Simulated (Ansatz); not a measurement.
**AlFHOSi: where a starting geometry ends**

The starting geometry of this gas-phase doublet was optimised with GFN2-xTB.

```xyz
5

Al   -1.5575    0.9300    0.5430
F    -2.0539    2.4459    0.0972
O     0.1758    0.6213    0.7039
Si    0.2382   -0.2907   -0.6182
H    -2.4300    0.2632    1.5936
```

Problem. Predict what becomes of its bonds when it is optimised with B3LYP/6-31G*.

Solution. It keeps its bonds.

The energy falls by 0.20 eV over 8 steps:

| step | E − E(last) (eV) |
| --- | --- |
| 1 | 0.195 |
| 2 | 0.048 |
| 3 | 0.018 |
| 4 | 0.006 |
| 5 | 0.002 |
| 6 | 0.000 |
| 7 | 0.000 |
| 8 | 0.000 |

Final geometry (Å):

```json
{"atom": "Al", "x (Å)": "-1.5614", "y (Å)": "1.0107", "z (Å)": "0.6913"}
{"atom": "F", "x (Å)": "-2.0388", "y (Å)": "2.4605", "z (Å)": "0.0477"}
{"atom": "O", "x (Å)": "0.1669", "y (Å)": "0.6387", "z (Å)": "0.6344"}
{"atom": "Si", "x (Å)": "0.3382", "y (Å)": "-0.3460", "z (Å)": "-0.6797"}
{"atom": "H", "x (Å)": "-2.5323", "y (Å)": "0.2060", "z (Å)": "1.6257"}
```

Frequencies at the end are all real (lowest 103 cm⁻¹). Open shells are spin-unrestricted. Run with Ansatz 0.2.0, 110 s on 1 thread of AMD EPYC (Zen 3), on a shared host.
